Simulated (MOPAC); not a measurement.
MOPAC input (PM6):

```
PM6 1SCF CHARGE=1 GEO-OK AUX(PRECISION=9) THREADS=1
H3Se

Se    0.00065560 1    0.02646256 1   -0.06067825 1
H    -1.07638699 1   -0.86807534 1    0.42835260 1
H     1.06782330 1   -0.86656701 1    0.45217774 1
H    -0.01372686 1    0.83491536 1    1.18253017 1
```

From the last part of the output:

```
                                                       MOPAC v23.2.5 Linux

          FINAL HEAT OF FORMATION =        164.26720 KCAL/MOL =     687.29396 KJ/MOL

          COSMO AREA              =         66.67 SQUARE ANGSTROMS
          COSMO VOLUME            =         49.82 CUBIC ANGSTROMS

          IONIZATION POTENTIAL    =         18.566831 EV
          HOMO LUMO ENERGIES (EV) =        -18.567 -5.072
          NO. OF FILLED LEVELS    =          4
          MOLECULAR WEIGHT        =         81.9837         POINT GROUP:  C3v

          MOLECULAR DIMENSIONS (Angstroms)

            Atom       Atom       Distance
            H     4    H     2     2.14434
            H     3    H     2     1.85706
            H     2   Se     1     0.81648

          SCF CALCULATIONS        =          1

   ATOM   CHEMICAL          X               Y               Z
  NUMBER   SYMBOL      (ANGSTROMS)     (ANGSTROMS)     (ANGSTROMS)

     1      Se          0.00065560  *   0.02646256  *  -0.06067825  *
     2       H         -1.07638699  *  -0.86807534  *   0.42835260  *
     3       H          1.06782330  *  -0.86656701  *   0.45217774  *
     4       H         -0.01372686  *   0.83491536  *   1.18253017  *

                             CARTESIAN COORDINATES

   1   Se        0.000655600     0.026462560    -0.060678250
   2    H       -1.076386990    -0.868075340     0.428352600
   3    H        1.067823300    -0.866567010     0.452177740
   4    H       -0.013726860     0.834915360     1.182530170

           Empirical Formula: H3 Se  =     4 atoms

      MOLECULAR POINT GROUP   :   C3v

                  EIGENVALUES
 -26.98628 -19.84797 -19.84797 -18.56683  -5.07164  -3.70805  -3.70805

              NET ATOMIC CHARGES AND DIPOLE CONTRIBUTIONS

  ATOM NO.   TYPE          CHARGE      No. of ELECS.   s-Pop       p-Pop
    1         Se           0.661256        5.3387     1.97286     3.36588
    2          H           0.112915        0.8871     0.88709
    3          H           0.112915        0.8871     0.88709
    4          H           0.112915        0.8871     0.88709
 DIPOLE           X         Y         Z       TOTAL
 POINT-CHG.    -0.012    -0.473     1.085     1.184
 HYBRID        -0.009    -0.355     0.815     0.889
 SUM           -0.021    -0.828     1.900     2.072

          ATOMIC ORBITAL ELECTRON POPULATIONS

     Atom    s        px        py        pz
    1 Se   1.97286   1.15993   1.14173   1.06422
    2  H   0.88709
    3  H   0.88709
    4  H   0.88709

 **********************
 *                    *
 * JOB ENDED NORMALLY *
 *                    *
 **********************

 == MOPAC DONE ==
```

The dipole moment of an ion depends on the origin.
